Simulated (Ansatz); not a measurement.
Born–Oppenheimer molecular dynamics of ClF$_{2}$H$_{2}$HfN (7 atoms, charge 0, multiplicity 1). It starts from a relaxed structure.

Theory: RKS PBE-D4/def2-SVP in Ansatz.

```
ensemble        : NVT, Langevin thermostat
time step       : 0.5 fs
steps asked     : 250
set temperature : 300 K
friction        : 0.02 /fs
masses          : H 2.014 u
seed            : 850755
```

First frame:

```xyz
7
Properties=species:S:1:pos:R:3
Hf -0.023 -0.009 -0.005
Cl 0.247 -0.188 2.348
F 1.699 0.029 -0.851
F -1.166 1.479 -0.407
N -0.962 -1.658 -0.690
H -1.979 -1.789 -0.752
H -0.505 -2.523 -1.002
```

(1) How far do the bonds stretch over the last three quarters of this one trajectory? (Pairs bonded in most of those frames.)

Results:

(1) 
```tsv
bond	mean (Å)	spread (Å)	shortest	longest
Hf1–Cl2	2.381	0.031	2.33	2.46
Hf1–F3	1.926	0.025	1.88	1.97
Hf1–F4	1.926	0.036	1.86	1.98
Hf1–N5	2.028	0.046	1.92	2.11
N5–H6	1.031	0.021	0.99	1.07
N5–H7	1.030	0.031	0.97	1.09
```

Pairs bonded in part of these frames only: Hf1–H6 13 %.

Mean temperature of the second half: 309 K. A run of 0.12 ps of so small a system gives no equilibrium averages.

Time of the run: 4.6 min on 2 threads of Intel(R) Xeon(R) 6975P-C (Granite Rapids), on a shared host, peak memory 0.21 GiB.
